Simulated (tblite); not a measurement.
C3H6Br2O2Si2.
Atom-mapped SMILES: `[O:1]=[CH:2][C@H:3]1[CH2:4][Si:5]([Br:6])([Br:7])[O:8][SiH2:9]1` (hydrogens: H10 on C2; H11 on C3; H12, H13 on C4; H14, H15 on Si9)

Computed with GFN2-xTB (tblite), gas phase: L-BFGS steps from a force-field or distance-geometry start until the largest atomic force falls under 0.01 eV/Å.

Step 32: E = -800.3145 eV
```
atom  x, y, z in Å  |  force x, y, z in eV/Å
O1     -1.0649   -0.2682   -2.2243    0.010   0.059   0.010
C2     -1.5817   -0.1464   -1.1471   -0.014  -0.081   0.139
C3     -0.9315   -0.4121    0.1619    0.028  -0.094  -0.004
C4      0.3662   -1.2234    0.0049   -0.049   0.015   0.026
Si5     1.8058    0.0091    0.0408   -0.041  -0.065   0.054
Br6     2.6318    0.6471   -1.8767    0.039   0.034  -0.066
Br7     3.4329   -0.5503    1.4002    0.056  -0.053   0.023
O8      1.1086    1.2896    0.7680   -0.066  -0.023  -0.094
Si9    -0.5137    1.3374    0.8957   -0.051  -0.046  -0.079
H10    -2.6234    0.2192   -1.0300    0.026   0.001  -0.115
H11    -1.6587   -0.9210    0.8000    0.066  -0.001  -0.006
H12     0.4661   -1.9421    0.8224   -0.024   0.036  -0.015
H13     0.3256   -1.8037   -0.9222    0.012   0.069   0.051
H14    -0.8224    1.4025    2.3119    0.029   0.032  -0.018
H15    -0.9449    2.3701   -0.0273   -0.021   0.118   0.094
```

Step 33: E = -800.3204 eV
```
atom  x, y, z in Å  |  force x, y, z in eV/Å
O1     -1.0579   -0.2458   -2.2162    0.041   0.048   0.001
C2     -1.5798   -0.1437   -1.1387   -0.029  -0.082  -0.002
C3     -0.9295   -0.4203    0.1647   -0.007   0.077   0.032
C4      0.3695   -1.2242    0.0087   -0.079   0.058  -0.016
Si5     1.8040    0.0091    0.0369    0.002  -0.011   0.023
Br6     2.6464    0.6175   -1.8844    0.029   0.032  -0.044
Br7     3.4169   -0.5491    1.4103    0.088  -0.051   0.050
O8      1.1052    1.3010    0.7417   -0.106  -0.024  -0.087
Si9    -0.5167    1.3372    0.8911   -0.071   0.001  -0.043
H10    -2.6264    0.2132   -1.0323    0.053  -0.012  -0.040
H11    -1.6570   -0.9253    0.8002    0.024  -0.052   0.065
H12     0.4704   -1.9438    0.8229   -0.017  -0.013  -0.005
H13     0.3309   -1.7899   -0.9246    0.010  -0.034   0.014
H14    -0.8141    1.3906    2.3144    0.050   0.032  -0.089
H15    -0.9664    2.3815   -0.0164    0.013   0.032   0.142
```

Step 34: E = -800.3236 eV
```
atom  x, y, z in Å  |  force x, y, z in eV/Å
O1     -1.0520   -0.2241   -2.2116    0.031   0.036   0.058
C2     -1.5788   -0.1409   -1.1336   -0.008  -0.067  -0.108
C3     -0.9294   -0.4248    0.1673   -0.027   0.130   0.031
C4      0.3699   -1.2246    0.0107   -0.054   0.069  -0.039
Si5     1.8029    0.0086    0.0327    0.051   0.026   0.006
Br6     2.6623    0.5913   -1.8923    0.007   0.021   0.006
Br7     3.4048   -0.5441    1.4244    0.069  -0.037   0.034
O8      1.1009    1.3104    0.7164   -0.123  -0.029  -0.083
Si9    -0.5199    1.3375    0.8879   -0.065   0.019  -0.017
H10    -2.6284    0.2083   -1.0312    0.055  -0.020  -0.013
H11    -1.6559   -0.9307    0.8007    0.003  -0.063   0.095
H12     0.4738   -1.9463    0.8219   -0.023  -0.026  -0.006
H13     0.3346   -1.7822   -0.9265   -0.005  -0.082  -0.001
H14    -0.8027    1.3803    2.3167    0.057   0.034  -0.123
H15    -0.9865    2.3892   -0.0054    0.032  -0.011   0.161
```

Task: Estimate the geometry and energy of step 35. (The exact step hangs on the optimiser's Hessian estimate; all steps are aligned on step 34, rigid shifts and turns removed.)

Result: E = -800.3279 eV, largest force 0.201 eV/Å
```
atom  x, y, z in Å  |  force x, y, z in eV/Å
O1     -1.0450   -0.1967   -2.2064    0.024   0.009   0.118
C2     -1.5782   -0.1387   -1.1286    0.028  -0.022  -0.198
C3     -0.9307   -0.4292    0.1707   -0.047   0.131   0.014
C4      0.3690   -1.2250    0.0130    0.003   0.060  -0.057
Si5     1.8026    0.0071    0.0276    0.095   0.054  -0.003
Br6     2.6831    0.5615   -1.9006   -0.020   0.004   0.070
Br7     3.3924   -0.5365    1.4433    0.022  -0.011  -0.006
O8      1.0926    1.3195    0.6821   -0.107  -0.021  -0.072
Si9    -0.5252    1.3382    0.8828   -0.047   0.020   0.018
H10    -2.6298    0.2027   -1.0298    0.030  -0.030   0.011
H11    -1.6549   -0.9397    0.8020   -0.012  -0.051   0.111
H12     0.4770   -1.9505    0.8203   -0.034  -0.019  -0.013
H13     0.3388   -1.7753   -0.9279   -0.031  -0.118  -0.013
H14    -0.7854    1.3698    2.3173    0.055   0.035  -0.133
H15    -1.0108    2.4007    0.0123    0.041  -0.041   0.154
```

The energy changes by -0.0043 eV. The first-order estimate −F·Δx gives -0.0059 eV and the mean of the old and new forces, exact on a quadratic surface, -0.0043 eV. The step makes an angle of 79° with the force vector and moves no atom by more than 0.037 Å.

What follows is the cost of the whole relaxation. Hardware: one thread of an Arm Neoverse N1, shared host with 64 logical CPUs at a one-minute load of 61. Cost: 2.4 s wall.
